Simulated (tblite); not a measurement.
C5H15N3Si.
Cartesian coordinates in Å at the GFN2-xTB level; atoms count from 1:
```
atom  x, y, z in Å
C1    -2.5098   -0.3379    1.4225
N2    -1.7438   -0.0738    0.2439
C3    -2.3868    0.0800   -1.0449
C4    -1.1160    0.2015   -1.8902
Si5   -0.1153   -0.2070   -0.3035
N6     0.6511   -1.7337   -0.1138
C7     1.1040    1.0725    0.3966
C8     2.5082    0.9376   -0.1773
N9     3.1275   -0.3117    0.2508
H10   -3.2174    0.4774    1.6147
H11   -3.0836   -1.2698    1.3288
H12   -1.8372   -0.4288    2.2719
H13   -2.9901   -0.7988   -1.3062
H14   -3.0355    0.9624   -1.0756
H15   -0.9934    1.1905   -2.3203
H16   -1.0678   -0.5254   -2.6945
H17    0.2991   -2.5671   -0.5557
H18    1.6615   -1.7214   -0.0510
H19    0.7479    2.0823    0.1999
H20    1.1594    0.9642    1.4794
H21    3.1112    1.8151    0.1165
H22    2.4605    0.9197   -1.2693
H23    4.0726   -0.3772   -0.1124
H24    3.1820   -0.3309    1.2644
```

All values are computed: GFN2-xTB (tblite) harmonic vibrations without scaling, gas phase. This tight-binding method is rough: wavenumbers can miss measured ones by several per cent, in bad cases by 10 to 20. One conformer, not necessarily the lowest.

Harmonic wavenumbers (cm⁻¹): 37.5, 74.0, 81.2, 131.9, 138.8, 168.6, 179.2, 191.4, 215.2, 233.5, 288.3, 326.0, 341.3, 430.3, 492.2, 538.6, 645.2, 700.2, 706.7, 759.9, 762.7, 845.5, 907.3, 913.1, 931.3, 979.7, 1000.8, 1026.4, 1043.8, 1054.3, 1100.5, 1126.9, 1142.3, 1154.2, 1186.6, 1229.5, 1232.4, 1255.6, 1260.1, 1312.3, 1334.1, 1367.5, 1409.2, 1466.5, 1475.6, 1478.2, 1479.5, 1502.6, 1505.2, 1512.7, 1556.8, 2804.0, 2859.0, 2868.2, 2906.9, 2915.7, 2961.7, 2991.3, 3006.6, 3024.7, 3029.3, 3032.6, 3368.4, 3381.8, 3412.5, 3492.8.

A = 2433, B = 817.1, C = 781.7 MHz; mass 145.104 u (most abundant isotopes); point group C1, symmetry number 1.

Q: What is the zero-point energy?

A: Half the sum of the wavenumbers: 45144 cm⁻¹ = 129.07 kcal/mol.

Q: Entropy at 298.15 K, 1 bar (ideal gas, RRHO, classical rotation)?

A: Translation 40.85, rotation 29.72, vibration 39.01: S = 109.6 cal/(mol K).

Q: And Cp and H(298.15 K) − H(0)?

A: Cp = 46.51 cal/(mol K), of which vibrations give 38.56 (their classical limit is 66 R = 131.2); H(298.15 K) − H(0) = 8.43 kcal/mol without the zero-point energy, 6.06 from vibrations.

Q: What must be added to the electronic energy to get the Gibbs energy at 298.15 K and 1 bar?

A: ZPE + [H(298.15 K) − H(0)] − T·S = 129.07 + 8.43 − 32.67 = 104.83 kcal/mol.

Q: Which modes carry the vibrational entropy at 298.15 K?

A: 37.5 cm⁻¹: 5.39; 74.0 cm⁻¹: 4.04; 81.2 cm⁻¹: 3.86; 131.9 cm⁻¹: 2.92; 138.8 cm⁻¹: 2.82; 168.6 cm⁻¹: 2.45 cal/(mol K); the other 60 give 17.52 together.

Q: Blend soft modes into free rotors: weight 1/[1 + (100 cm⁻¹/ν̃)⁴] for the oscillator and the rest for a rotor with moment μB/(μ + B), μ = h/(8π²ν), B = 10⁻⁴⁴ kg m². What vibrational entropy results?

A: 36.10 cal/(mol K) in place of 39.01, which changes −T·S at 298.15 K by +0.87 kcal/mol.

Q: How do the functions run with temperature in this model?

A: 
```tsv
T (K)	S (cal/(mol K))	Cp (cal/(mol K))	H − H(0) (kcal/mol)	G − H(0) (kcal/mol)	ln q(vib)
150	84.3	29.5	2.83	-9.81	4.15
250	101.9	40.7	6.33	-19.15	7.74
400	125.0	58.7	13.79	-36.19	12.85
600	152.7	78.1	27.59	-64.01	19.38
900	188.3	97.2	54.12	-115.32	28.55
```

q(vib) and H(0) count from the zero-point level.

Hindered rotation and anharmonicity are outside this model. Other conformers, if any are populated, would add a mixing term that is left out. The structure is chiral; the term R ln 2 for an equal mix with its mirror image is left out.

On Arm Neoverse N1, one thread, no GPU (shared host), this took 2.0 s. This covers the Hessian and the dipole derivatives.
